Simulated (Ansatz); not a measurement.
The same path of C2H6AlCl + H2 (12 atoms, charge 0, multiplicity 1) was run 3 times with different band settings. Lost on the way: Al1–C2, H5–H6. Made: Al1–H6, C2–H5.

These are results of RKS PBE-D4/def2-SVP in Ansatz, not measurements.

Relaxed end points:

```xyz
12
Properties=species:S:1:pos:R:3
Al -0.163 0.513 0.166
C 1.657 0.119 0.768
C -0.902 0.068 -1.591
Cl -1.340 1.802 1.418
H -0.924 -1.575 1.025
H -1.313 -1.057 1.449
H 2.350 0.923 0.436
H 1.731 0.069 1.874
H 2.045 -0.833 0.347
H -2.011 0.027 -1.584
H -0.517 -0.901 -1.976
H -0.613 0.844 -2.334
```

```xyz
12
Properties=species:S:1:pos:R:3
Al -1.195 0.285 0.404
C 1.545 -0.327 0.847
C -0.949 0.000 -1.514
Cl -1.156 2.304 1.122
H 0.771 -1.111 0.982
H -1.712 -0.803 1.449
H 1.136 0.699 0.968
H 2.302 -0.474 1.639
H 2.003 -0.426 -0.154
H -1.890 0.247 -2.055
H -0.696 -1.053 -1.758
H -0.158 0.658 -1.930
```

Common settings: optimiser quadratic models (default); start path through a guess of the saddle point; force threshold 0.05 eV/Å; iteration limit 60; end points relaxed.

| run | movable images | climbing image | spring |
| --- | --- | --- | --- |
| 1 | 5 | yes | 5.0 eV/Å² |
| 2 | 5 | yes | 2.0 to 10.0 eV/Å², energy-weighted |
| 3 | 4 | no | 5.0 eV/Å² |

Q: What does each run give, and how far can it be trusted?

A: Run 1: converged after 14 iterations, highest image 1.005 eV above the first end. A vibrational analysis at the climbing image gives one clearly imaginary mode, 1178i cm⁻¹: a first-order saddle point.
Run 2: converged after 11 iterations, highest image 1.005 eV above the first end. Another band between the same ends (5 images) ends at a top of the same energy, where a vibrational analysis finds 1 clearly imaginary mode.
Run 3: converged after 6 iterations, highest image 0.372 eV above the first end. No image climbed, so the highest image needn't sit at the top of the path. A band with more images between the same ends climbed to 1.00 eV, so this one has probably stepped over the top.
The orbitals stay closed-shell, which can raise the energy where a bond breaks towards radicals; this wasn't checked here.
